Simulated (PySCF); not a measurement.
Excitation energy of B by level of theory

B [He] 2s2 2p1 (2P) → B [He] 2s2 3s1 (2S), as a difference of total energies. Calculation: PySCF 2.14, in dyall-acv3z; the spin-free X2C one-electron Hamiltonian (Gaussian nucleus). Correlated levels: valence and next inner shell: nothing frozen; virtual orbitals above 40 to 60 times the deepest correlated orbital energy dropped. The calculations carry no spin-orbit coupling.

```tsv
method	excitation energy (eV)	error (eV)
UHF	4.977	+0.014
MP2 (valence and next inner shell)	5.059	+0.096
SCS-MP2 (valence and next inner shell)	5.034	+0.071
CCSD (valence and next inner shell)	4.933	-0.030
CCSD(T) (valence and next inner shell)	4.943	-0.020
```

Reference: 4.963 eV (measured; NIST levels, between the centres of gravity of the two terms).

Errors of the correlated levels include the incompleteness of this basis.
